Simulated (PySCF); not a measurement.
**Two-component Hartree-Fock for Rh³⁺ (rhodium, charge +3)**

Start: [Kr] 4d6; 4d3/2 filled at m_j = +3/2; 4d5/2 filled at m_j = -3/2, -1/2, +1/2, +3/2, +5/2. Calculated with PySCF 2.14 in x2c-SVPall-2c with one added diffuse shell each of s, p, d type (7s9p7d1f, 76 functions): generalised Hartree-Fock with the X2C-1e Hamiltonian and a Gaussian nucleus; one run each with spin-orbit coupling (SO) switched off, then screened by Boettger's factors. This is a chosen level, not necessarily the ground level.

| spinor shell | electrons | ε, spin-free (eV) | ε, screened SO (eV) | weight of nominal j (screened SO) | rms radius, screened SO (bohr) |
| --- | --- | --- | --- | --- | --- |
| 1s1/2 | 2 | -23375.4 | -23373.9 | 1.000 | 0.0375 |
| 2s1/2 | 2 | -3501.4 | -3500.9 | 1.000 | 0.154 |
| 2p1/2 | 2 | -3135.9 | -3236.1 | 1.000 | 0.134 |
| 2p3/2 | 4 | -3135.9 | -3089.2 | 1.000 | 0.138 |
| 3s1/2 | 2 | -691.08 | -690.93 | 1.000 | 0.415 |
| 3p1/2 | 2 | -567.59 | -585.45 | 1.000 | 0.411 |
| 3p3/2 | 4 | -567.59 | -559.16 | 1.000 | 0.422 |
| 3d3/2 | 4 | -370.22 | -373.46 | 0.976 | 0.401 |
| 3d5/2 | 6 | -370.22 | -367.88 | 0.984 | 0.405 |
| 4s1/2 | 2 | -137.10 | -137.05 | 1.000 | 1.04 |
| 4p1/2 | 2 | -99.053 | -105.33 | 0.727 | 1.13 |
| 4p3/2 | 4 | -99.053 | -95.959 | 0.864 | 1.15 |
| 4d5/2 | 5 | -47.681 | -48.400 | 0.555 | 1.46 |
| 4d3/2 | 1 | -47.681 | -44.108 | 0.759 | 1.50 |

| quantity | spin-free | screened SO |
| --- | --- | --- |
| E (hartree) | -4778.49116 | -4779.21746 |
| M_J | 4 | 4 |
| ⟨J²⟩ | 20.005 | 20.009 |
| ⟨L²⟩ | 6.004 | 6.100 |
| ⟨S²⟩ | 6.001 | 5.957 |

Each row is a mean over spinors that exchange with the open shell spreads, by up to 10.249 eV (4p3/2).

Rows whose weight is well below 1 are mixtures of j = l ± 1/2: exchange outweighs spin-orbit coupling there, and the label is only the starting occupation.

Breit and QED terms are absent; they matter most for the inner s and p1/2 levels.

Densities and radii are taken from the X2C orbitals without a picture-change correction, which distorts them close to the nucleus.

Without spin-orbit coupling the j labels of p, d and f shells carry no meaning; the spin-free column gives the mean over the occupied spinors of each nl shell.
